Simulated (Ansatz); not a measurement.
Calculated with Ansatz (gas phase, PBE0-D4/def2-TZVP geometries, no zero-point term in ΔE). CCSD(T)/CBS is the MP2 limit (def2-TZVPP, def2-QZVPP) plus CCSD(T) − MP2 in def2-TZVPP, frozen cores. This one scheme is used for every species. DFT in def2-TZVPP. def2 core potentials past Kr. For Sn outer-core shells are correlated without core-valence functions, which leaves a few kJ/mol of doubt a bond. One conformer a species, not always the lowest.

Reaction (cleavage of the Si–Si bond): `N[SiH2][SiH2]Cl` + `[OH][SnH3]` → `N[SiH2][O][SnH3]` + `[SiH3]Cl`

| level | ΔE (kJ/mol) |
| --- | --- |
| r2SCAN-D4 | -129.7 |
| HF/def2-QZVPP | -158.7 |

Problem. What does CCSD(T)/CBS give? (Best estimate.)

Solution. Computed: -137.0 kJ/mol. The listed levels differ from it by 7.3, -21.7 kJ/mol.

Largest T1 diagnostic among the species: 0.014.

From PBE to PBE0 (25 % exact exchange), in def2-TZVPP and without D4, ΔE moves by −9.0 kJ/mol. In def2-TZVPP, CCSD(T) changes the Hartree–Fock value by +18.3 kJ/mol (the triples alone add +2.1 kJ/mol) and MP2 by +12.1 kJ/mol.
